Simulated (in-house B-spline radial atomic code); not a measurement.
**BP86 excitations of Tl IV (Tl3+)**

Method: BP86. Computed with a B-spline radial code for spherical atoms: linear response of the closed shell [Xe] 4f14 5d10 with the functional's adiabatic kernel; scalar-relativistic (spin-free one-electron X2C), finite nucleus, no spin-orbit coupling, no double excitations, S, P, D and F terms only; shells from n = 3 respond. Only terms of natural parity with L up to 3 were computed.

Spin-orbit coupling is strong here, so these LS terms don't match observed levels.

Command:
```bash
python run_td.py task.json out
```
Settings (radii: box in bohr, nucleus in fm):
```
Z                        81
electrons                78
configuration            [Xe] 4f14 5d10
hamiltonian              x2c
method                   b88,p86
box_radius               23.08
rms_radius               5.4759
intervals                71
```

Time taken, with all properties: 11 s on 1 thread of Arm Neoverse N1 (shared host).

The lowest states, in the order of their Tamm-Dancoff energies; the method's threshold (minus the highest occupied level) is 44.36 eV. Labels give the largest channel, * marks a mixed state, and oscillator strengths are full-response dipole values. Semilocal kernels can invert the small singlet-triplet splittings of Rydberg terms. Energies in eV:

```tsv
state	full response	Tamm-Dancoff	oscillator strength
5d → 6s 3D	8.792	8.830	-
5d → 6s 1D	9.836	9.884	-
5d → 6p 3P	19.237	19.274	-
5d → 6p 3F	?	?	-
5d → 6p 1F	19.795	19.802	-
5d → 6p 1P	20.805	20.911	1.02
5d → 7s 3D	30.05	30.06	-
5d → 7s 1D	30.17	30.18	-
5d → 6d 3S	30.34	30.35	-
5d → 6d 3D	30.69	30.70	-
5d → 6d 1D	30.86	30.87	-
5d → 6d 1S	32.40	32.58	-
5d → 7p 3P	33.02	33.03	-
5d → 7p 3F	?	?	-
5d → 7p 1F	33.16	33.16	-
5d → 7p 1P	33.30	33.31	0.0115
5d → 5f 3P	34.25	34.26	-
5d → 5f 3F	34.41	34.42	-
5d → 5f 1F	34.60	34.61	-
5d → 5f 1P	35.35	35.43	1.2
5d → 8s 3D	36.60	36.60	-
5d → 8s 1D	36.64	36.64	-
```

Question: Where does 5d → 7p 3F lie?

Answer: At 33.06 eV in full response, 33.07 eV in Tamm-Dancoff.

Question: Where does 5d → 6p 3F lie?

Answer: At 19.398 eV in full response, 19.423 eV in Tamm-Dancoff.

Question: How large is the singlet-triplet splitting of 5d → 6s (D terms) in Tamm-Dancoff?

Answer: 1.05 eV, from the unrounded values.

Question: What polarisabilities and dispersion coefficient does the method give?

Answer: Dipole 5.423 bohr³, quadrupole 21.44 bohr⁵, C6 32.01 hartree·bohr⁶ for two such species.
